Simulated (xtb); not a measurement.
xtb input:

```bash
xtb mol.xyz --gfn 2 --ohess tight --chrg -1 --uhf 0
```
mol.xyz:
```
12

C      2.51176539     0.04826767     0.04545090
C      1.22054364    -0.13374635     0.09352912
C      0.24830723     0.84497467    -0.33388134
C     -1.07207191     0.77295099    -0.36574609
C     -1.89433160    -0.33979706     0.10086771
H      3.19039698    -0.79690828     0.46107597
H      3.02147369     0.91013155    -0.24962218
H      0.78109042    -1.10515850     0.50219778
H     -1.57588848     1.62942127    -0.73989605
H     -2.61099303    -0.04479732     0.89345537
H     -2.50989416    -0.67725264    -0.74378026
H     -1.33074623    -1.23629990     0.46035615
```

Question: Predict the final energy.

Answer: -14.32609 Eh (GFN2-xTB).

It need not be the lowest isomer of its formula. Whether it binds its extra electron was not tested at this geometry.
